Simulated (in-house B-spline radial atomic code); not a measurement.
# Solving the quasi-particle equation for 2p of S VII (S6+)

Configuration [He] 2s2 2p6, start PBE; correlation leaves out the deepest shell, empty levels kept to 32666.7 hartree. Computed with an all-electron radial atomic-structure program (B-spline basis): all electrons, non-relativistic, point nucleus, each spin shell either full or empty, empty states to l = 9 with an (l + 1/2)⁻⁴ tail; G0W0 by contour deformation at full frequency.

At the mean-field level ε = -258.009 eV the matrix elements are Σx = -82.283 eV, v_xc = -57.13 eV and Σc(ε) = 1.777 eV, and the slope of the correlation self-energy is dΣc/dω = -0.0203. The quasi-particle energy solves E = ε + Σx − v_xc + Σc(E).

(1) What does the linearised equation give?

(2) How does that compare with the full solution and with static screening?

Answers

(1) Z = 1/(1 − dΣc/dω) = 1/1.0203 = 0.9801. The first-order shift is Σx − v_xc + Σc(ε) = -82.283 − (-57.13) + (1.777) = -23.376 eV, so E ≈ ε + Z × shift = -258.009 + 0.9801 × (-23.376) = -280.920 eV.

(2) Solving the equation at full frequency dependence gives E = -280.884 eV, where Σc = 2.278 eV and the weight is 0.977; the linearised value is off by 36 meV. Leaving Z out would give -281.385 eV. Static COHSEX puts -2.259 eV in place of Σc and gives -285.421 eV, 4.54 eV deeper. The tabulated removal energy is 280.954 ± 0.007 eV (NIST, measured); the run leaves out relativity, Breit and QED terms.
